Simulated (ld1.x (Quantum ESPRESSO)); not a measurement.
# Pb: one change to a PAW potential, before and after

- Element: Pb
- Generator: ld1.x (Quantum ESPRESSO) 7.5
- Type: PAW
- Functional: LDA (PZ)
- Relativity: non-relativistic
- Frozen core: [Xe] 4f14
- Valence charge: 14
- Reference configuration: 5d10 6s2 6p0 (charge +2)
- Partial waves: 6s (bound): rcut 1.80, rcutus 2.35 bohr; 6s channel at -1.45 Ry: rcut 1.80, rcutus 2.35 bohr; 6p (bound, empty): rcut 2.40, rcutus 2.65 bohr; 6p channel at -0.45 Ry: rcut 2.40, rcutus 2.65 bohr; 5d (bound): rcut 1.60, rcutus 1.75 bohr; 5d channel at -2.2 Ry: rcut 1.60, rcutus 1.75 bohr
- Local potential: all-electron potential smoothed inside 1.45 bohr (lloc = -2)
- Core correction: a·sin(br)/r model core, default radius (ld1.x builds one for every PAW set, though the input has nlcc=.false.)
- Augmentation charge: BESSEL, radius 1.80 bohr

All-electron outer shells of the reference configuration (LDA (PZ), non-relativistic, ld1.x):

```
shell  level (eV)  outermost node (bohr)  outermost maximum (bohr)
   5p      -96.53                   0.51                      0.92
   5d      -40.93                   0.53                      1.06
   6s      -24.42                   1.13                      2.16
   6p      -17.34                   1.23                      2.47
```

Change: waves 6p (bound): rcut 2.04, rcutus 2.16 bohr; 6p channel at -0.45 Ry: rcut 2.04, rcutus 2.16 bohr.

Cutoffs: the cutoffs (Ry, on a coarse ladder) from which the occupation-weighted sum of valence levels, in a spherical-Bessel basis at the reference potential, stays within 10 and 1 mRy of its value at 400 Ry; they do not see the model core or the augmentation charge, which bear on the density cutoff. Errors are all-electron minus pseudo energies relative to the spin-unpolarised reference configuration.

**Question.** Predict the effect on cutoff, ghosts and configuration errors.

**Answer.** The potential gets neither clearly harder nor softer (40 Ry and 70 Ry → 40 Ry and 70 Ry); the bound ghosts move from s to p, s; of the 9 tests that both files solve, the error grows in 1 and shrinks in 6 by more than 15 % and 0.3 meV (median size 2.6 → 1.9 meV).

| quantity | base | changed |
| --- | --- | --- |
| cutoff, loose | 40 Ry | 40 Ry |
| cutoff, tight | 70 Ry | 70 Ry |
| bound ghosts | s | s, p |
| error for 5d10 6s2 6p2, meV [ΔE -20.65 eV] | +2.4 | -1.9 |
| error for 5d10 6s2 6p1, meV [ΔE -13.71 eV] | +0.8 | -0.7 |
| error for 5d10 6s1 6p0, meV [ΔE 28.93 eV] | -2.6 | -2.3 |
| error for 5d9 6s2 6p3, meV [ΔE 1.88 eV] | -18 | -74 |
| error for 5d10 6s2 6p2.3, meV [ΔE -21.56 eV] | +2.9 | -2.2 |
| error for 5d10 6s2 6p1.5, meV [ΔE -17.97 eV] | +1.5 | -1.2 |
| error for 5d10 6s0 6p4, meV [ΔE -8.56 eV] | +8.0 | +0.7 |
| error for 5d10 6s2 6p2 (spin-polarised), meV [ΔE -21.09 eV] | +3.9 | -2.6 |
| error for 5d10 6s2 6p1 (spin-polarised), meV [ΔE -13.85 eV] | +1.5 | -0.8 |
| lowest overlap eigenvalue by channel | s 0.34, p 0.42, d 0.94 | s 0.34, p 0.59, d 0.94 |

 A true bound ghost makes a file unfit for plane-wave use even where its test errors are small: the radial tests pick states by their node count and pass the ghost by.
